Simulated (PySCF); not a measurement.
Cr(OH) (CrHO), SMILES [OH][Cr] (connectivity only; charge and spin as stated), neutral, multiplicity 6. Atoms are numbered in the order given.

```xyz
3

Cr    -0.0082    -0.5112     0.0000
O      0.1150     1.3084     0.0000
H     -0.7239     1.8023     0.0000
```
Charge 0, spin multiplicity 6.

Coordinates come from a PBE-D3(BJ)/def2-TZVP optimisation. The multiplicity is an assumed one; other spin states were not compared.

Calculation: B3LYP/def2-TZVPD run with PySCF.

Mulliken values depend strongly on the basis, most of all with diffuse functions as here. ESP charges are fitted to the potential on shells at 1.4 to 2.0 van der Waals radii. Atomic charges (e):

| atom | Mulliken | ESP fit | Mulliken spin |
|---|---|---|---|
| Cr1 | 0.68 | … | 5.01 |
| O2 | -0.93 | … | -0.05 |
| H3 | 0.26 | … | 0.04 |

Task: Complete the blanks. (The exact figures need the calculation; the answer reports its results.)

Result: 
- Cr1, ESP fit: 0.39
- O2, ESP fit: -0.70
- H3, ESP fit: 0.31
